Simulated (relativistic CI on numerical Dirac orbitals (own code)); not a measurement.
**From line strength to rate: Mn+ 2605.68 Å (air)**

Problem. For 3d⁵4s ⁷S3 – 3d⁵4p ⁷P°2 of Mn+ a semi-empirical relativistic CI calculation gives the line strength S = 14.1 e²a₀² in the length gauge. The measured levels are 0.00 and 38366.18 cm⁻¹ (NIST Handbook). Find gf, f, A and the partial lifetime.

Working.
1. σ = 38366.18 − 0.00 = 38366.18 cm⁻¹, so the vacuum wavelength is 10⁸/σ = 2606.46 Å.
2. gf = 303.756 S/λ(Å) = 1.643, log gf = 0.216; with g = 7 for the lower level, f = 0.235.
3. A = 2.02613 × 10¹⁸ S/(g_u λ³) with g_u = 5: A = 3.23 × 10^8 s⁻¹.
4. The partial lifetime for this S is 1/A = 3.1 ns; in the calculation this line carries 100 % of the decay of the upper level.

Check. The Handbook lists A = 2.72 × 10^8 s⁻¹, a tabulated value with its own uncertainty (a few per cent for the best lines, 25 % or more for others); ours lies 19 % above it. The velocity form of the same calculation gives S = 10.9, and the gap between the two forms is a rough gauge of the error in S. With the computed energy (40477 cm⁻¹) in place of the measured one the rate would change by the factor (σ_calc/σ)³ = 1.17.
